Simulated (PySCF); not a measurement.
## Sn⁺: excitation energy

Sn⁺ [Kr] 4d10 5s2 5p1 (2P) → Sn⁺ [Kr] 4d10 5s1 5p1 5d1 (high-spin determinant), as a difference of total energies. Calculation: PySCF 2.14, in x2c-TZVPPall with one added diffuse shell each of s, p, d, f type (9s7p5d3f, 76 functions); scalar relativity by spin-free X2C-1e. Correlated levels: valence: [Kr] 4d10 frozen. The calculations carry no spin-orbit coupling.

| method | excitation energy (eV) |
| --- | --- |
| UHF | 12.941 |
| MP2 (valence) | 13.579 |
| SCS-MP2 (valence) | 13.851 |
| CCSD (valence) | 13.520 |
| CCSD(T) (valence) | 13.418 |

How much does correlation contribute at CCSD(T) (valence)?

13.418 − (12.941) = 0.477 eV, measured against UHF.

The promoted electron is Rydberg-like, and one or two diffuse shells describe it only roughly, which tends to raise the upper state.

The coupled-cluster amplitudes are large for the upper state (T1 above 0.03 or a double amplitude above 0.15), so a single reference is strained.

The determinant of the upper state mixes LS terms, which raises its energy above the lowest term, most at the Hartree-Fock and MP2 levels.
